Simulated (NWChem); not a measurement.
System: B$_{2}$O$_{2}$, triplet; SMILES of the neutral closed-shell parent O=BB=O

```xyz
4

O     -0.3293     1.8112     0.0000
B      0.6438     0.8822     0.0000
B      0.0955    -0.7255     0.0000
O     -0.1327    -1.9091     0.0000
```
Atoms are numbered in this order, from 1.

Program: NWChem. Spin-unrestricted. Medium grid unless said otherwise, to which SCAN and Minnesota functionals are sensitive. All runs use the structure optimised with PBE0/def2-SVP, spin-unrestricted. The spin multiplicity was typed, not searched, and may not be the lowest. No stability test was run on the SCF state.

### Question
Order these by “highest occupied level (eV)”, lowest first: LRC-wPBEh/def2-TZVP; UHF/def2-TZVP; MN15/def2-TZVP.

### Answer
UHF/def2-TZVP (-11.05), LRC-wPBEh/def2-TZVP (-9.11), MN15/def2-TZVP (-7.41)
